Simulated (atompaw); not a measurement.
## Building the PAW (atompaw) potential for Fe (Z = 26) (PBE, scalar-relativistic).

atompaw 4.2.0.5 was run on this input:

```
Fe 26
GGA-PBE scalarrelativistic loggrid 1500 logderivrange -12 5 426
4 4 3 0 0 0
4 0 0
4 1 0
3 2 5
0 0 0
c
c
v
v
c
v
v
v
2
1.55 1.25 1.15 1.00
n
n
y
-2.4
n
modrrkj vanderbiltortho besselshape
3 -0.5 troulliermartins
0.85
1.55
0.90
1.55
1.55
1.55
PWSCFOUT
UPFDX 0.0125d0 UPFXMIN -7.d0 UPFZMESH 26.d0
END
```

Command:

```bash
atompaw < Fe.input > Fe.log
```

The program printed (summary file):

```
[... start of the log left out ...]
   Valence                  :     -324.25450715653210

 PAW parameters:
       lmax =            2
         rc =    1.5562515177766538
        irc =         1025
   rc_shape =    1.2543185553870981
    rc_vloc =    1.1544599364055514
    rc_core =    1.0025999174617228
   Vloc: Norm-conserving Troullier-Martins with l= 3;e=  -5.0000E-01
   Projector type: modified RKKJ projectors + Vanderbilt ortho.
   Bessel compensation charge shape zeroed at   1.2543E+00

 Number of basis functions     6
 No.   n  nodes  l      Energy         Cp coeff         Occ
  1    3    2    0   -0.9640737E+01 -0.5626064E+00  0.2000000E+01
  2    4    3    0   -0.2300385E+01 -0.5835972E+01  0.0000000E+00
  3    3    1    1   -0.7126513E+01 -0.3097924E+00  0.6000000E+01
  4    4    2    1   -0.1773647E+01 -0.1085255E+02  0.0000000E+00
  5    3    0    2   -0.3176258E+01  0.2771517E+01  0.5000000E+01
  6  999    1    2   -0.2400000E+01  0.1063576E-01  0.0000000E+00

 Eigenvalues of overlap operator (in the basis of projectors):
    1       -1.80742427E+01
    2        7.04271268E-01
    3        7.46254018E-01
    4        1.98514357E+00
    5        3.39357637E+01
    6        1.64913477E+03

The overlap operator has at least one negative eigenvalue!
It might be not positive definite...
Program is stopping.
This probably means that your projectors are too similar
or that your PAW basis is incomplete.
Advice: try to change your input parameters (f.i. : reference energies).
```

The run stopped because the overlap operator built from these waves and projectors is not positive definite.

The run took about 2.9 s on one core of a shared server CPU.
